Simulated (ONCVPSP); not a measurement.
**How hard is this Cu ONCV potential?**

```
Element                 : copper
Generator               : ONCVPSP 4.0.1
Type                    : optimised norm-conserving Vanderbilt (ONCV)
Functional              : PBE
Relativity              : fully relativistic
Frozen core             : [Ne]
Valence charge          : 19
Reference configuration : 3s2 3p6 3d10 4s1
Partial waves           : 3s+4s: rc 1.05 bohr, ncon 3, nbas 6, qcut 13.6 1/bohr, 2 projectors; 3p: rc 1.20 bohr, ncon 5, nbas 8, qcut 13.6 1/bohr, 2 projectors, debl 0.8 Ha; 3d: rc 1.10 bohr, ncon 4, nbas 8, qcut 14.4 1/bohr, 2 projectors, debl 2.9 Ha; f scattering state at 0.22 Ha: rc 0.95 bohr, ncon 3, nbas 7, qcut 12.7 1/bohr, 2 projectors, debl 1.2 Ha
Local potential         : polynomial inside 0.90 bohr (lpopt 5, dvloc0 0 Ha)
Core correction         : Teter function, fcfact 4.25, rcfact 1.05
```

Open shells are filled in proportion to 2j + 1.

In the p channel the program set the typed energies aside and used -2.619, 0.250 Ha (j = l + 1/2; the other j can differ).

Question: For each optimised wave give the share of its norm inside rc, the residual kinetic energy above qcut (Ha) and the cutoffs (Ha) for errors of 10, 1, 0.1 and 0.01 mHa per electron.

Answer:

| wave | norm inside rc | residual KE | 10 mHa | 1 mHa | 0.1 mHa | 0.01 mHa |
| --- | --- | --- | --- | --- | --- | --- |
| 3s | 0.892 | 1.9e-07 | 46.0 | 59.1 | 69.5 | 78.1 |
| 4s | 0.023 | 1.9e-08 | 27.7 | 46.5 | 60.7 | 71.6 |
| 3p j=3/2 | 0.913 | 9.3e-08 | 35.5 | 44.6 | 52.1 | 58.3 |
| p projector 2 j=3/2 | 0.039 | 1.9e-08 | 25.3 | 36.1 | 45.0 | 52.4 |
| 3p j=1/2 | 0.919 | 7.7e-08 | 36.5 | 46.1 | 54.2 | 60.4 |
| p projector 2 j=1/2 | 0.039 | 1.5e-08 | 26.1 | 37.1 | 46.6 | 54.4 |
| 3d j=5/2 | 0.654 | 1.8e-05 | 68.0 | 81.0 | 91.1 | 257.0 |
| d projector 2 j=5/2 | 0.062 | 5.5e-06 | 64.2 | 80.0 | 91.4 | 101.1 |
| 3d j=3/2 | 0.660 | 1.6e-05 | 68.3 | 81.2 | 91.1 | 200.0 |
| d projector 2 j=3/2 | 0.062 | 5.7e-06 | 64.4 | 80.1 | 91.5 | 101.2 |
| f projector 1 j=7/2 | 0.000 | 2.0e-10 | 0.4 | 0.8 | 1.8 | 5.9 |
| f projector 2 j=7/2 | 0.001 | 1.7e-07 | 5.2 | 16.8 | 36.7 | 56.3 |
| f projector 1 j=5/2 | 0.000 | 2.0e-10 | 0.4 | 0.8 | 1.8 | 5.9 |
| f projector 2 j=5/2 | 0.001 | 1.7e-07 | 5.2 | 16.8 | 36.8 | 56.3 |

The occupied waves need 81 Ha and 91 Ha for 1 and 0.1 mHa. Rows with under 1 % of the norm inside rc give no meaningful cutoff. 1 of 4 tests not solved or not reliable.
